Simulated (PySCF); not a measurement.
CH4MgOSe, SMILES [Mg]([SeH])[O]C.

Geometry: B3LYP-D3(BJ)/def2-SVP. The structure was generated by enumeration; whether it is a known compound was not checked. One conformer was computed; it need not be the lowest.

Computed with TDDFT-PBE/def2-SVPD run with PySCF 2.14.0.

Vertical excitations. Gas-phase values at a fixed geometry.

```tsv
state	energy (eV)	λ (nm)	f	main pairs
S1	3.69	336	0.003	HOMO→LUMO 99 %
S2	3.80	326	0.013	HOMO−1→LUMO 100 %
S3	3.92	317	0.052	HOMO−2→LUMO 99 %
S4	4.77	260	0.001	HOMO→LUMO+1 99 %
S5	4.93	252	0.000	HOMO−2→LUMO+1 98 %
S6	4.95	250	0.011	HOMO−1→LUMO+1 87 %
S7	5.20	239	0.008	HOMO→LUMO+2 45 %, HOMO−3→LUMO 45 %, HOMO−2→LUMO+2 8 %
S8	5.23	237	0.006	HOMO→LUMO+3 93 %
S9	5.27	235	0.000	HOMO−1→LUMO+2 100 %
S10	5.29	234	0.004	HOMO−1→LUMO+3 81 %, HOMO−2→LUMO+2 13 %
T1	3.52	353	0	HOMO→LUMO 95 %
T2	3.64	341	0	HOMO−1→LUMO 100 %
T3	3.67	338	0	HOMO−2→LUMO 95 %
T4	4.63	268	0	HOMO→LUMO+1 88 %
```
Triplets are in the Tamm–Dancoff approximation, which puts them higher than full response would, so one can lie above its singlet here.
